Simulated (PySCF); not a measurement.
C2H4F2Si, SMILES F/C=C(/F)[SiH3]. Atoms are numbered in the order given.

```xyz
9

F      1.0327     1.8156     0.0000
C     -0.2287     1.3753     0.0000
C     -0.5132     0.0686     0.0000
F     -1.8271    -0.2718     0.0000
Si     0.6881    -1.3870     0.0000
H     -0.9842     2.1671     0.0000
H      2.0828    -0.8767     0.0000
H      0.4343    -2.2148     1.2118
H      0.4343    -2.2148    -1.2118
```

Geometry optimised at B3LYP-D3(BJ)/def2-SVP. The structure was generated by enumeration; whether it is a known compound was not checked.

Two levels are set side by side: PBE/pcSseg-1 (PySCF) and KT2/pcSseg-1 (PySCF). GIAO shifts against CFCl3 (¹⁹F), TMS (²⁹Si), TMS (¹H), TMS (¹³C) at the same level; non-relativistic, no solvent, atoms listed together averaged. Differences are taken from unrounded values.

```json
[
 {"quantity": "δ(¹⁹F) of F1 (ppm)", "KT2": "-191.8"},
 {"quantity": "δ(¹³C) of C2 (ppm)", "KT2": "158.3"},
 {"quantity": "δ(¹³C) of C3 (ppm)", "KT2": "155.1"},
 {"quantity": "δ(¹⁹F) of F4 (ppm)", "KT2": "-207.1"},
 {"quantity": "δ(²⁹Si) of Si5 (ppm)", "KT2": "-90.8"},
 {"quantity": "δ(¹H) of H6 (ppm)", "KT2": "8.18"}
]
```

Task: What does PBE give, and how far is it from KT2? (Estimate from the structure and the level; the computed values follow.)

Result: 
```tsv
quantity	PBE	PBE minus KT2
δ(¹⁹F) of F1 (ppm)	-176.8	15.0
δ(¹³C) of C2 (ppm)	165.6	7.3
δ(¹³C) of C3 (ppm)	163.4	8.2
δ(¹⁹F) of F4 (ppm)	-193.0	14.2
δ(²⁹Si) of Si5 (ppm)	-92.6	-1.8
δ(¹H) of H6 (ppm)	8.16	-0.01
```

Rough cost on one machine, each run with all the roots and properties that it gave: KT2 against PBE within a factor of 2.
